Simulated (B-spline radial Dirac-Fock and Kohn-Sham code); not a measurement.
Two-hole binding energies of P²⁺

System: P²⁺ in the configuration [Ne] 3s2 3p1.

Input file task.json (cfg lists n, l and occupation; rrms is the nuclear radius in fm):

```json
{"items": [{
  "Z": 15,
  "q": 2,
  "cfg": [[1, 0, 2], [2, 0, 2], [2, 1, 6], [3, 0, 2], [3, 1, 1]],
  "A": 31,
  "rrms": 3.1889,
  "do": ["binding", "quiet", "double"]
}]}
```

Launch: `python xray_run.py task.json out`

Calculated with a radial B-spline solver, using Dirac-Fock energy differences between relaxed states, corrected for Breit and QED terms. U is the two-hole binding energy less the two single-hole energies, the effective repulsion of the holes after relaxation. Each two-hole energy is an average over J within one jj subconfiguration.

```csv
holes,E(a) (eV),E(b) (eV),E(ab) (eV),U (eV)
1s⁻²,2180.3,2180.3,4564.9,204.2
1s⁻¹ 2p1/2⁻¹,2180.3,165.4,2398.9,53.2
1s⁻¹ 2p3/2⁻¹,2180.3,164.5,2397.8,52.9
2s⁻²,224.3,224.3,487.8,39.3
2s⁻¹ 2p1/2⁻¹,224.3,165.4,?,?
2s⁻¹ 2p3/2⁻¹,224.3,164.5,423.9,35.2
2p1/2⁻²,165.4,165.4,373.2,42.5
2p1/2⁻¹ 2p3/2⁻¹,165.4,164.5,369.5,39.7
2p3/2⁻²,164.5,164.5,369.5,40.5
2p1/2⁻¹ 3s⁻¹,165.4,38.19,220.5,17.0
2p3/2⁻¹ 3s⁻¹,164.5,38.19,219.7,17.0
```

Q: Give the missing two-hole energy and U.

A: E(ab) = 424.9 eV and U = 35.2 eV.
